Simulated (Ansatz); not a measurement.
The same bond dissociation along the group F, Cl, I.

Calculated with Ansatz (gas phase, PBE0-D4/def2-TZVP geometries, no zero-point term in ΔE). CCSD(T)/CBS is the MP2 limit (def2-TZVPP, def2-QZVPP) plus CCSD(T) − MP2 in def2-TZVPP, frozen cores. This one scheme is used for every species, atoms too. DFT in def2-TZVPP. No spin–orbit coupling; open shells (•) take unrestricted orbitals. Spin–orbit coupling would lower the free atoms: a little for Cl, F; strongly for I. def2 core potentials past Kr. Bonds to Ge, I are less sure, by a few kJ/mol each and by 10 to 20 or more in all where they break to atoms, as the def2 sets lack core-valence functions. Scalar relativity is left out up to krypton. Each species was taken in one conformer, which may not be the lowest.

```json
{"reaction": "`F[SiH2][S][GeH3]` → F• + `[SiH2][S][GeH3]`•", "CCSD(T)/CBS(def2) (kJ/mol)": "?"}
{"reaction": "`Cl[SiH2][S][GeH3]` → Cl• + `[SiH2][S][GeH3]`•", "CCSD(T)/CBS(def2) (kJ/mol)": "466"}
{"reaction": "`[GeH3][S][SiH2]I` → I• + `[SiH2][S][GeH3]`•", "CCSD(T)/CBS(def2) (kJ/mol)": "351"}
```

Fill in the missing values. (An estimate is asked.)

Ansatz gave: `F[SiH2][S][GeH3]` → F• + `[SiH2][S][GeH3]`•: +652.3 kJ/mol.

Largest T1 diagnostic: 0.014, for `[SiH2][S][GeH3]`•.
